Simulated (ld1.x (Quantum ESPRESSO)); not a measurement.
## Logarithmic derivatives: caesium (Cs), TM

```json
{"Element": "Cs (Z = 55)", "Generator": "ld1.x (Quantum ESPRESSO) 7.5", "Type": "norm-conserving Troullier–Martins (Kleinman–Bylander form)", "Functional": "PW91", "Relativity": "scalar-relativistic", "Frozen core": "[Kr] 4d10", "Valence charge": "9", "Reference configuration": "5s2 5p6 5d0 6s0 6p0 (charge +1)", "Partial waves": "5s (bound): rc 1.95 bohr; 5p (bound): rc 2.80 bohr; 5d (bound, empty): rc 0.80 bohr", "Local potential": "all-electron potential smoothed inside 1.30 bohr (lloc = -2)", "Core correction": "a·sin(br)/r model core inside 0.45 bohr"}
```

The phase is arctan(r·u′/u) with u = r·R(r), unwrapped; energies in Ry, scanned from -4 to 5 Ry. A pole is an energy at which the radial function vanishes at the test radius. The pseudo phase is shifted by a multiple of π to meet the all-electron one at the reference energy, and phase errors are pseudo minus all-electron; the curves can meet again beyond the range given. Levels narrower than the energy grid can be missing from the lists of poles.

**Question.** For each channel, where are the poles, and over which energies does the pseudopotential scatter like the atom?

**Answer.**

```
channel  radius (bohr)  reference energy (Ry)  poles, all-electron  poles, pseudo  unbroken range about the reference energy with phases within 0.05 rad  phase error 1 Ry above the reference energy (rad)
      s           3.04                  -2.35          -2.16, 3.35    -2.15, 3.50                                                           -2.5 to -0.1                                             +0.008
      p           3.04                  -1.38          -0.96, 4.57    -0.96, 1.98                                                              below 0.2                                             -0.011
      d           3.04                  -0.33                 0.93           0.93                                                              below 3.2                                             +0.001
```

Note: ghost states, extra bound levels that the all-electron valence spectrum of the same l lacks: d at -75.8 eV, s at -31.7 eV. A true bound ghost makes a file unfit for plane-wave use. The 5d radius (0.80 bohr) lies inside the outermost node of the all-electron wave (1.05 bohr), which a nodeless pseudo-wave cannot match soundly.

Phases in the d channel:

| E (Ry) | all-electron | pseudo |
| --- | --- | --- |
| -4.00 | 1.392 | 1.393 |
| -3.76 | 1.386 | 1.386 |
| -3.52 | 1.378 | 1.378 |
| -3.28 | 1.369 | 1.369 |
| -3.04 | 1.359 | 1.359 |
| -2.80 | 1.348 | 1.348 |
| -2.56 | 1.334 | 1.334 |
| -2.32 | 1.318 | 1.318 |
| -2.08 | 1.297 | 1.298 |
| -1.84 | 1.271 | 1.272 |
| -1.60 | 1.237 | 1.237 |
| -1.36 | 1.188 | 1.188 |
| -1.12 | 1.114 | 1.114 |
| -0.88 | 0.986 | 0.986 |
| -0.64 | 0.725 | 0.725 |
| -0.40 | 0.107 | 0.107 |
| -0.16 | -0.745 | -0.745 |
| 0.08 | -1.178 | -1.177 |
| 0.32 | -1.369 | -1.369 |
| 0.56 | -1.474 | -1.473 |
| 0.80 | -1.542 | -1.541 |
| 1.04 | -1.592 | -1.592 |
| 1.28 | -1.634 | -1.633 |
| 1.52 | -1.673 | -1.671 |
| 1.76 | -1.712 | -1.710 |
| 2.00 | -1.754 | -1.751 |
| 2.24 | -1.805 | -1.801 |
| 2.48 | -1.873 | -1.866 |
| 2.72 | -1.972 | -1.961 |
| 2.96 | -2.142 | -2.118 |
| 3.20 | -2.477 | -2.421 |
| 3.44 | -3.139 | -3.032 |
| 3.68 | -3.823 | -3.742 |
| 3.92 | -4.176 | -4.133 |
| 4.16 | -4.350 | -4.325 |
| 4.40 | -4.449 | -4.433 |
| 4.64 | -4.514 | -4.501 |
| 4.88 | -4.559 | -4.549 |
